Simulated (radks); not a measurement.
The numbers below are computed, except where a source is named.
Ionisation of Mo, [Kr] 4d5 5s1, to Mo+, [Kr] 4d5, under several functionals. Scalar-relativistic Kohn-Sham, spin-polarised, spherical densities, point nucleus; open shells are filled with parallel spins first (spin-orbit coupling, left out, can overturn this in heavy ions); a radial shooting solver on a logarithmic mesh with Libxc functionals.

| functional | E(Mo) (hartree) | Exc (hartree) | IE (eV) | -e(HOMO) (eV) | <r> HOMO (bohr) | IE error (eV) |
|---|---|---|---|---|---|---|
| LDA (Slater exchange, Perdew-Wang correlation) | -4044.56929 | -119.39190 | 7.716 | 4.670 | 1.975 | +0.624 |
| PBE | -4048.78913 | -123.66720 | 7.458 | 4.571 | 1.967 | +0.365 |
| LDA (Slater exchange, Perdew-Zunger correlation) | -4044.56230 | -119.38290 | 7.719 | 4.653 | 1.977 | +0.626 |
| revPBE | -4048.99364 | -123.87732 | 7.376 | 4.535 | 1.965 | +0.284 |
| exchange-only PBE | -4046.71674 | -121.53743 | 7.239 | 4.051 | 2.006 | +0.146 |
| PBEsol | -4046.60801 | -121.45715 | 7.498 | 4.574 | 1.970 | +0.405 |
| AM05 | -4044.78230 | -119.61380 | 7.505 | 4.561 | 1.972 | +0.413 |

NIST Atomic Spectra Database: 7.092 eV (measured). Closest: exchange-only PBE. The Delta-SCF values span 0.48 eV, the total energies 4.43 hartree. The highest occupied level is 4d. Open shells are spherical and high-spin; term and fine-structure splittings are not resolved.
